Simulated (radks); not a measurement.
Task: These are the eigenvalues of the occupied orbitals of an atom or ion with whole-number occupations (hartree). Calculated with a radial shooting solver on a logarithmic mesh with Libxc functionals: Dirac Kohn-Sham, LB94 model potential, spin-unpolarised, spherical densities, finite nucleus; Fermi nuclear charge, rms radius of each element as measured or else 0.836 A^(1/3) + 0.57 fm.

| orbital | eigenvalue |
|---|---|
| 1s1/2 | -2240.682 |
| 2s1/2 | -425.4731 |
| 2p1/2 | -408.7375 |
| 2p3/2 | -372.3269 |
| 3s1/2 | -137.5382 |
| 3p1/2 | -130.1753 |
| 3p3/2 | -122.2827 |
| 3d3/2 | -109.8387 |
| 3d5/2 | -108.0848 |
| 4s1/2 | -64.22297 |
| 4p1/2 | -61.14893 |
| 4p3/2 | -58.64264 |

Which element is it, and in what charge state? The configuration may be excited. Open shells, if any, fill j = l - 1/2 first.

Result: Z = 69, thulium, charge +36: Tm36+ in [Ar] 3d10 4s2 4p3. The list shows which subshells hold electrons but not how many an open one holds; the 1s level, -2240.7 hartree, gives Z - s = 66.9 by -(Z - s)^2/2, which with screening and relativity narrows Z to a few neighbours, and the depths of the outer levels then fix element, charge and occupations together.
